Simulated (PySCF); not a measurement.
# What a mistake does to a calculation on AlCGeH5O

All numbers below are calculated, not measured. They come from PySCF 2.14.0, an open-source quantum chemistry program, on an isolated molecule that a program drew, which may never have been made. The molecule is AlCGeH5O (charge 0, singlet), drawn as the SMILES string `[CH3][Ge][O][AlH2]`.

Each row is a Hartree-Fock (HF) and frozen-core CCSD(T) single point in the cc-pV(D+d)Z basis, meant for a local HF minimum. Run 1 is clean. Each other run has one planted mistake out of seven kinds, and not every kind appears here: one electron removed, one electron added, multiplicity raised by two, geometry at a saddle point, minimal basis STO-3G, one bond length entered in bohr, all coordinates scaled. The reference is restricted for singlets and unrestricted otherwise, and also for a bond in bohr. Adding or removing an electron swaps singlet and doublet. Electrons count all cores. HOMO and LUMO are orbital energies over both spins, the gradient is its largest component, and the lowest frequency (negative if imaginary) is given only where the gradient is small. Bond lengths are over the 8 bonds as drawn. T1 is the CCSD diagnostic: over 0.02 (restricted) or 0.045 (unrestricted) a single reference is doubtful. Germanium has the cc-pVDZ-PP basis, with a core potential (ECP10MDF) in place of its 10 inner electrons, and its 3s, 3p and 3d shells are frozen in CCSD(T).

Geometry of the clean run:
```xyz
9
AlCGeH5O, angstrom
C    -1.0007    2.5777    0.7741
Ge   -0.1429    1.2100   -0.4060
O     0.1594   -0.0036    0.8614
Al    0.5096   -1.2387    1.9433
H    -1.3025    3.4741    0.2261
H    -1.8823    2.1400    1.2558
H    -0.3000    2.8633    1.5670
H     1.9028   -1.2389    2.6829
H    -0.5637   -2.3669    2.1938
```

```
run,electrons,basis functions,<S^2>,HOMO (eV),LUMO (eV),gradient (hartree/bohr),lowest frequency (cm^-1),mean bond (Å),longest bond (Å),T1,HF (hartree),CCSD(T) (hartree),mistake
1,64,99,0.000,-8.67,1.31,1.5e-05,70,1.4873,2.000,0.0172,-651.00168,-651.53320,no fault
2,64,99,0.000,-8.87,0.82,6.6e-02,-,1.6286,2.190,0.0221,-650.94205,-651.49203,all coordinates scaled
3,65,99,0.766,-0.23,5.48,5.5e-02,-,1.4873,2.000,0.0199,-650.98103,-651.52174,one electron added
4,64,99,2.015,-6.89,0.00,2.1e-02,-,1.4873,2.000,0.0184,-650.94207,-651.45320,?
5,63,99,0.785,-14.89,-6.55,6.2e-02,-,1.4873,2.000,0.0253,-650.72309,-651.23044,?
```

**Which mistake was planted in run 4, and what did it cost?**

Electrons, basis and geometry are unchanged, and <S^2> is 2.015, beside S(S+1) = 2.00 for a multiplicity of 3. So the mistake is: multiplicity raised by two. Subtracting run 1 and multiplying by 627.51 kcal/mol a hartree, the energy moved by 37.4 kcal/mol in HF and 50.2 kcal/mol in CCSD(T).

**Which mistake was planted in run 5, and what did it cost?**

It counts 63 electrons, one fewer than the clean run, at the same geometry and basis. So the mistake is: one electron removed. Subtracting run 1 and multiplying by 627.51 kcal/mol a hartree, the energy moved by 174.8 kcal/mol in HF and 190.0 kcal/mol in CCSD(T).

Cautions from the logs. Run 2: T1 is over the limit, so its CCSD(T) energy is less reliable; run 3: the added electron raises the CCSD(T) energy, so it isn't bound in this basis.
